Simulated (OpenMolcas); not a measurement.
## Lines of O: computed and rescaled rates

| Item | Value |
| --- | --- |
| Program | OpenMolcas |
| Method | SS-RASPT2, IPEA 0.25 Eh, imaginary shift 0.1 Eh (closed shells correlated: 1s) |
| Basis | ANO-RCC [8s7p4d3f2g] |
| Scalar Hamiltonian | DKH2, point nucleus |
| Active space | 6 electrons in 9 orbitals (RAS2 2s 2p; RAS3 3d, at most 2 electrons) |
| State averaging | 2S+1 = 3 even, 3 roots; 2S+1 = 1 even, 6 roots |
| Spin-orbit coupling | state interaction with AMFI integrals over the reference wave functions, term energies averaged over their components |

Rates come from the transition moments of the reference wave functions (E1 and E2 in the length form). At fixed line strength A goes as λ^-3 for E1 and M1 and as λ^-5 for E2, so a rate at the computed wavelength can be rescaled to the measured one. Measured vacuum wavelengths follow from level energies in NIST Handbook of Basic Atomic Spectroscopic Data. Branching counts decays inside the model space alone, at computed energies, and the table is only a selection of the E2 and M1 lines, drawn from those between levels with measured partners whose computed energy lies within a factor of 1.5 of the measured one.

| Upper | Lower | Type | λ computed (nm) | λ measured (nm) | A computed (s-1) | A rescaled (s-1) | Branching % |
| --- | --- | --- | --- | --- | --- | --- | --- |
| 2s² 2p⁴ ¹S₀ | 2s² 2p⁴ ¹D₂ | E2 | 561.7 | 557.9 | 1.18e+00 | 1.22e+00 | 94.0 |
| 2s² 2p⁴ ¹S₀ | 2s² 2p⁴ ³P₁ | M1 | 300.8 | 297.3 | 7.54e-02 |  | 6.0 |
| 2s² 2p⁴ ¹D₂ | 2s² 2p⁴ ³P₂ | M1 | 641.5 | 630.2 | 6.88e-03 |  | 75.3 |
| 2s² 2p⁴ ¹D₂ | 2s² 2p⁴ ³P₁ | M1 | 647.7 | 636.6 | 2.23e-03 |  | 24.4 |
| 2s² 2p⁴ ³P₁ | 2s² 2p⁴ ³P₂ | M1 | 67160 | 63190 | 7.45e-05 | 8.94e-05 | 100.0 |
| 2s² 2p⁴ ³P₀ | 2s² 2p⁴ ³P₁ | M1 | 137300 | 145500 | 2.09e-05 | 1.76e-05 | 100.0 |

Spin-changing lines and M1 lines between different terms are not rescaled, since their strength hangs on the term gaps too.

The largest correction is for 2s² 2p⁴ ³P₁ → 2s² 2p⁴ ³P₂ (M1): 7.45e-05 × (67160 / 63190)^3 = 8.94e-05 s-1, a factor of 1.20.

The computed rate and branching of 2s² 2p⁴ ³P₁ → 2s² 2p⁴ ³P₂ give the upper level a radiative lifetime of 1.000 / 7.45e-05 s-1 = 1.34e+04 s, counting decays inside the model space alone. The rescaled rate gives about 1.1e+04 s.

No measured rate stands beside these. Rescaling mends the energy factor alone: line strengths can still be far off where a level mixes with configurations outside the active space, and weak or spin-changing lines hang on small mixing coefficients that depend on the term gaps too, so rescaling need not improve them.

Term energies are means over components that CASPT2 splits; among the terms shown or strongly mixed into the levels shown the widest spread is 40 cm-1 (2s² 2p⁴ ¹D). Active for correlation alone: 3d; no level in the range computed is led by a configuration that fills it, so any true level of that kind is missing. Computed and measured levels are paired by configuration, term and J; levels that our copy of the source lacks, or whose pairing is in doubt (as where it misses far off the trend of its configuration), stay unpaired. Only configurations of the active space appear.
